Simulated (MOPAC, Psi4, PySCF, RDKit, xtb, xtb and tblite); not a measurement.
Two geometries of C₄H₈OSi, SMILES C=C/C=C\O[SiH3], singlet, relaxed at GFN2-xTB with one dihedral held; other torsions can differ between them too.

Structure A

```
14

C      2.9452     0.5136     0.1742
C      1.6440     0.3910    -0.0680
C      0.7870    -0.5475     0.6167
C     -0.5159    -0.6986     0.3670
O     -1.2143     0.0300    -0.5226
Si    -1.5736    -0.0978    -2.0995
H      3.5588     1.2232    -0.3530
H      3.4407    -0.0956     0.9126
H      1.1649     1.0147    -0.8106
H      1.2368    -1.1647     1.3801
H     -1.1153    -1.4222     0.9110
H     -0.3587    -0.1671    -2.9141
H     -2.3690    -1.3023    -2.3475
H     -2.3203     1.1388    -2.2656
```

Structure B

```
14

C      2.9555     0.4925     0.1803
C      1.6544     0.3772    -0.0661
C      0.7866    -0.5494     0.6209
C     -0.5222    -0.6679     0.3785
O     -1.1742     0.0879    -0.5225
Si    -2.4744    -0.1690    -1.4633
H      3.5764     1.1926    -0.3511
H      3.4435    -0.1130     0.9266
H      1.1799     0.9943    -0.8168
H      1.2278    -1.1810     1.3773
H     -1.1306    -1.3891     0.9140
H     -2.1711    -1.1847    -2.4733
H     -3.6135    -0.6266    -0.6632
H     -2.6406     1.1709    -2.0004
```

Problem. Which is lower in energy at the level PBE0-D3(BJ)/def2-TZVP // GFN2-xTB (Psi4 1.11), and by how much?

Solution. B is lower, by 4.68 kJ/mol (dihedral C3–C4–O5–Si6: 90° in A, 150° in B).

E(B) − E(A) in kJ/mol at the other levels, on the same two geometries: GFN2-xTB (xtb and tblite) -2.32; MMFF94 // GFN2-xTB (RDKit) -26.58; PBE0/def2-TZVP // GFN2-xTB (Psi4) -5.92; PBE/def2-TZVP // GFN2-xTB (Psi4) -6.67; PBE-D3(BJ)/def2-TZVP // GFN2-xTB (Psi4) -5.39; UFF // GFN2-xTB (RDKit) -42.13; PM6, restricted, heats of formation // GFN2-xTB (MOPAC) 4.58; AM1, restricted, heats of formation // GFN2-xTB (MOPAC) -3.95; GFN1-xTB // GFN2-xTB (xtb) 7.07; restricted B3LYP/6-31G*, spherical d, density fitting // GFN2-xTB (PySCF) -6.47; restricted Hartree-Fock/STO-3G // GFN2-xTB (PySCF) -9.41; restricted M06-2X/6-31G*, spherical d, density fitting // GFN2-xTB (PySCF) -4.46; restricted B3LYP/6-311+G**, spherical d, density fitting // GFN2-xTB (PySCF) -6.81.

MMFF94 has few fitted parameters for silicon.
